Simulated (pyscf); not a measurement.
H₃C–SbH₂ + H₃C–CdH → SbH₃ + H₃C–Cd–CH₃, a four-centre exchange (singlet surface; C–Sb, Cd–H broken, H–Sb, C–Cd formed). Optimised with ωB97X-D3(BJ)/def2-SVP in PySCF. Energies in kcal/mol from the separated reactants.

Small-basis levels: PySCF, no dispersion term, spherical d functions. 

### Question
Quick SVWN5/6-31G*+LANL2DZ single points give ΔE‡ = 27.2 kcal/mol and ΔE = +0.4 kcal/mol. What does ωB97M-D3(BJ)/def2-TZVP give, and how far is the quick result from it?

### Answer
ωB97M-D3(BJ)/def2-TZVP gives ΔE‡ = 41.5 kcal/mol and ΔE = +0.1 kcal/mol. SVWN5/6-31G*+LANL2DZ lies 14.3 kcal/mol under it in the barrier and 0.3 kcal/mol over it in the reaction energy, so on this step it does not hold to within 3.0 kcal/mol. ωB97M-D3(BJ)/def2-TZVP has limits of its own. On the reactant side the descent ends in a complex (not fully relaxed), 4.8 kcal/mol under the separated species and 40.0 kcal/mol under the saddle at ωB97X-D3(BJ)/def2-TZVP. On the product side the descent ends in a complex (not fully relaxed), 4.3 kcal/mol under the separated species and 38.6 kcal/mol under the saddle at ωB97X-D3(BJ)/def2-TZVP. At the saddle there is also a short Cd–Sb contact that neither side keeps. At ωB97X-D3(BJ)/def2-TZVP the barrier from the zero used here is 35.1 kcal/mol. This is the saddle that the search found; another between the same sides may lie lower. In the def2 sets elements past Kr carry core potentials, without spin-orbit coupling.
